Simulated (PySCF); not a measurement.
Species: C5H11P2 (charge +1).
SMILES: `C#C[P@@H+](C)CPC`

Level of theory: TDDFT B3LYP/def2-SVPD, vertical, gas phase, core orbitals frozen in the response in PySCF 2.14.0, density-fitted response routines. Isolated species at its GFN2-xTB geometry (one conformer only). Torsions of this conformer, `[CH:1]#[C:2][P@@H+:3]([CH3:4])[CH2:5][PH:6][CH3:7]`: C2–P3–C5–P6 171°, P3–C5–P6–C7 177°.

Each state is given a Gaussian of 0.25 eV full width at half maximum, with ε(max) = 2.175×10⁸ f / Δν̃ (Δν̃ the width in cm⁻¹). The cross-section is σ = 3.8235×10⁻²¹ ε cm², given in Mb (10⁻¹⁸ cm²). The width is an assumption, not a result. The curve ends short of the highest state used, and states not computed would add to its high-energy end.

| E (eV) | σ (Mb) |
| --- | --- |
| 4.61 | 0.01 |
| 4.64 | 0.02 |
| 4.68 | 0.05 |
| 4.71 | 0.12 |
| 4.75 | 0.29 |
| 4.78 | 0.53 |
| 4.81 | 0.89 |
| 4.85 | 1.56 |
| 4.88 | 2.18 |
| 4.92 | 3.00 |
| 4.95 | 3.49 |
| 4.98 | 3.76 |
| 5.02 | 3.69 |
| 5.05 | 3.34 |
| 5.09 | 2.59 |
| 5.12 | 1.97 |
| 5.15 | 1.39 |
| 5.19 | 0.78 |
| 5.22 | 0.46 |
| 5.26 | 0.21 |
| 5.29 | 0.10 |
| 5.32 | 0.05 |
| 5.36 | 0.02 |
| 5.39 | 0.01 |
| 5.43 | 0.00 |
| 5.46 | 0.00 |
| 5.49 | 0.00 |
| 5.53 | 0.00 |
| 5.56 | 0.00 |
| 5.60 | 0.00 |
| 5.63 | 0.00 |
| 5.67 | 0.01 |
| 5.70 | 0.03 |
| 5.73 | 0.08 |
| 5.77 | 0.22 |
| 5.80 | 0.46 |
| 5.84 | 1.08 |
| 5.87 | 1.90 |
| 5.90 | 3.09 |
| 5.94 | 5.30 |
| 5.97 | 7.31 |
| 6.01 | 10.08 |
| 6.04 | 11.88 |
| 6.07 | 13.22 |

Question: Locate the maxima and give the states behind the curve.

Answer: 248 nm (4.99 eV), ε about 990, made up of S1 (84%) and S2 (16%) (ε in L mol⁻¹ cm⁻¹; maxima over ε = 5, shares over 10%). At its high-energy end, 6.07 eV, the curve is still rising (ε about 3500, from S4 and S5). The states used: S1 4.98 eV (f 0.0077); S2 5.05 eV (f 0.0017); S3 5.95 eV (f 0.0002); S4 6.06 eV (f 0.022); S5 6.15 eV (f 0.0087); S6 6.16 eV (f 0.0030); S7 6.36 eV (f 0.061); S8 6.67 eV (f 0.028).

Question: What would ε be at 4.99 eV, the highest of these maxima, with half the width (0.125 eV)?

Answer: About 1860 L mol⁻¹ cm⁻¹ against 993, a factor of about 1.9; a lone state at its own centre would give exactly 2.

Question: On this curve, what absorbance would a 10⁻⁴ mol/L sample give at 266 nm over a 1 cm path?

Answer: 266 nm is 4.661 eV, where ε is about 8.4 L mol⁻¹ cm⁻¹, so A = ε c l ≈ 0.00084 (Beer–Lambert, with the gas-phase spectrum and the assumed width).

Question: Coming from long wavelengths, where does ε first pass 100 L mol⁻¹ cm⁻¹?

Answer: At about 260 nm (4.76 eV), 0.22 eV below S1.
